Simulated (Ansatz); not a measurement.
Geometry optimisation, Ansatz, RKS PBE/def2-SVP.

The input (input.yaml):

```yaml
crystal:
  periodic: [false, false, false]
  atoms:
    - { symbol: Ta, position_ang: [-0.026736, 0.046386, 0.123505] }
    - { symbol: O, position_ang: [1.967005, 0.307943, 0.138975] }
    - { symbol: H, position_ang: [2.338902, 0.561507, 1.004869] }
    - { symbol: "N", position_ang: [-0.188249, -0.05635, 2.147366] }
    - { symbol: H, position_ang: [-0.240905, -0.889635, 2.743795] }
    - { symbol: H, position_ang: [-0.191172, 0.780389, 2.744431] }
    - { symbol: O, position_ang: [0.147644, -0.550815, -1.719131] }
    - { symbol: H, position_ang: [-0.246153, -1.177715, -2.350317] }
    - { symbol: "N", position_ang: [-0.828475, 1.859846, -0.013481] }
    - { symbol: H, position_ang: [-1.808573, 2.083715, 0.195267] }
    - { symbol: H, position_ang: [-0.427853, 2.577001, -0.631567] }
    - { symbol: "N", position_ang: [-1.44785, -1.402294, 0.213596] }
    - { symbol: H, position_ang: [-1.879101, -1.710394, 1.090566] }
    - { symbol: H, position_ang: [-1.527534, -2.153371, -0.480404] }
    - { symbol: F, position_ang: [1.636445, -2.589629, 0.434647] }
    - { symbol: H, position_ang: [2.188106, -1.882383, 0.170381] }
basis:
  gaussian: { orbitals: def2-SVP }
hamiltonian:
  xc: pbe
relax:
  f_tol: 0.03
  max_steps: 50
output:
  orbitals: {}
```

Run as:

```bash
$ ansatz run input.yaml --threads 4 --pin off --max-ram 5120MiB --backend cpu --events-out ev --progress --plain --runs-dir out
```

Question: Where does it end, and by what steps?

Answer: The run converged. After 29 steps the energy has fallen by 1.117 eV; H16 moved furthest, 1.76 Å. Parted: F15–H16 (0.94 → 2.22 Å). Joined: Ta1–F15 (3.13 → 1.98 Å), O2–H16 (2.20 → 0.98 Å).

| step | energy less start (eV) | largest force component (eV/Å) | accepted |
| --- | --- | --- | --- |
| 0 | 0.0000 | 0.687 | yes |
| 2 | -0.1927 | 0.501 | yes |
| 4 | -0.2381 | 0.201 | yes |
| 6 | -0.2865 | 1.040 | yes |
| 8 | -0.3507 | 0.707 | yes |
| 10 | -0.4082 | 0.885 | yes |
| 12 | -0.5977 | 0.821 | yes |
| 14 | -0.9926 | 0.440 | yes |
| 16 | -0.9691 | 1.282 | no |
| 18 | -1.0886 | 0.330 | yes |
| 20 | -1.1011 | 0.159 | yes |
| 22 | -1.1053 | 0.108 | yes |
| 24 | -1.1088 | 0.137 | yes |
| 26 | -1.1128 | 0.334 | yes |
| 28 | -1.1095 | 0.281 | no |
| 29 | -1.1168 | 0.023 | yes |

```xyz
16
Properties=species:S:1:pos:R:3
Ta -0.171 -0.511 0.114
O 2.025 0.618 0.200
H 1.861 0.552 1.177
N 0.175 -0.365 2.143
H 0.605 -1.108 2.707
H -0.197 0.363 2.764
O 0.011 -0.972 -1.785
H 0.484 -1.758 -2.111
N -0.614 1.426 -0.116
H -1.562 1.806 -0.201
H 0.078 2.156 -0.317
N -1.999 -1.265 0.267
H -2.502 -1.429 1.143
H -2.529 -1.631 -0.530
F 1.221 -1.905 0.327
H 2.578 -0.174 0.032
```

Whether the end is a true minimum wasn't checked by a vibrational analysis.

Time of the run: 31 s on 4 threads of AMD EPYC 9R45 96-Core Processor (Zen 5), with other jobs on the host, peak memory 0.27 GiB.
